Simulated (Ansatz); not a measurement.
Correlation energies of C2H6Cl4O2W (`C[O][W]([Cl])([Cl])([Cl])([Cl])[O]C`) by basis set

```xyz
15

C    -2.8526    0.0679   -0.3563
O    -1.6616   -0.5605   -0.7091
W     0.1505   -0.5688   -0.4539
Cl    0.0008    1.7649   -0.7228
Cl   -0.3691   -0.3732    1.8336
Cl    0.3045   -2.8516   -0.2249
Cl    0.6602   -0.7943   -2.6847
O     1.8745   -0.2442    0.0671
C     2.6857    0.5630    0.8597
H    -3.6748   -0.4200   -0.8821
H    -2.9924   -0.0154    0.7258
H    -2.7955    1.1235   -0.6387
H     3.7216    0.2412    0.7418
H     2.5735    1.6035    0.5404
H     2.3747    0.4640    1.9041
```

Charge 0, multiplicity 1. Correlated methods include outer-core shells of W, which these sets cover unevenly. W: def2 effective core potential. The structure was optimised at the PBE0-D4/def2-TZVP level. It is one conformer, not always the lowest. Frozen core, restricted reference, Ansatz 0.2.0.

```csv
basis,HF (Eh),MP2 corr.,CCSD corr.,(T),CCSD(T) total
def2-SVP,-2132.73152,-1.60964,?,?,?
def2-TZVPP,-2133.66993,-2.13413,-2.14549,?,?
def2-QZVPP,?,-2.33112,–,–,–
```

Fill in the withheld values. (Estimate.)

Ansatz gave: def2-SVP CCSD corr.: -1.62358; def2-SVP (T): -0.06786; def2-SVP CCSD(T) total: -2134.42296; def2-TZVPP (T): -0.11672; def2-TZVPP CCSD(T) total: -2135.93214; def2-QZVPP HF (Eh): -2133.73313.
